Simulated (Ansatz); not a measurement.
System: VF2 (charge 0, quartet). The spin state was set by rule; other spins were not relaxed. SMILES: [F][V][F]
Geometry: optimised at B3LYP-D3(BJ)/def2-TZVP (Ansatz, a quantum-chemistry and plane-wave program).

Property: atomisation energy (electronic, to ground-state atoms), in kcal/mol. Cores are frozen in the correlated levels unless marked. Open shells are spin-unrestricted. No spin-orbit coupling. The frozen core is the preceding noble-gas configuration, with the filled d and f shells of earlier blocks. No relativistic terms. The coupled-cluster limit lacks core correlation, which all-electron functionals hold. CBS marks a two-point X^-3 extrapolation of the correlation energy; Hartree-Fock from the larger set. [CCSD(T)-MP2]/basis is that difference in the basis named.

| level | program | atomisation energy (kcal/mol) | minus last row |
|---|---|---|---|
| HF/def2-SVP | Ansatz | 179.4 | -94.0 |
| PBE0-D3(BJ)/def2-TZVP | Ansatz + dftd3 | 276.5 | 3.1 |
| PBE0-D3(BJ)/def2-TZVPD | Ansatz + dftd3 | 277.6 | 4.2 |
| CAM-B3LYP-D3(BJ)/def2-TZVPD | Ansatz + dftd3 | 281.8 | 8.4 |
| B2GP-PLYP/def2-TZVPD | Ansatz | 270.7 | -2.7 |
| CCSD/6-31G | Ansatz | 225.4 | -48.0 |
| RI-MP2/CBS(def2-TZVPPD,def2-QZVPPD)+[CCSD(T)-MP2]/def2-TZVPPD | Ansatz | 273.4 | 0.0 |
